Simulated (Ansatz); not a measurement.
Z-matrix (Å, degrees):
```
C
H 1 1.0900
N 1 1.4486 2 119.08
H 3 1.0115 1 111.81 2 63.16
H 3 1.0139 4 108.87 1 124.70
B 1 1.5360 2 123.47 3 150.19
H 6 1.1797 1 148.20 2 -86.67
C 6 1.5200 7 150.51 1 166.46
H 8 1.0853 6 120.90 7 -64.01
H 8 1.0862 9 113.18 6 -150.25
```
Charge 0, spin multiplicity 1.

Computed with frozen-core CCSD(T)/cc-pVTZ // B3LYP-D3(BJ)/def2-TZVP in Ansatz (a program for electronic structure).

```yaml
HF energy: -158.34253 Ha
MP2 correlation energy: -0.64545 Ha
```

Problem. Estimate the CCSD correlation energy, the (T) correction, the total energy and the T1 diagnostic.

Solution. 
```
Item                             Value
-----------------------  -------------
CCSD correlation energy    -0.67989 Ha
(T) correction             -0.02780 Ha
CCSD(T) total energy     -159.05022 Ha
T1 diagnostic                    0.010
```
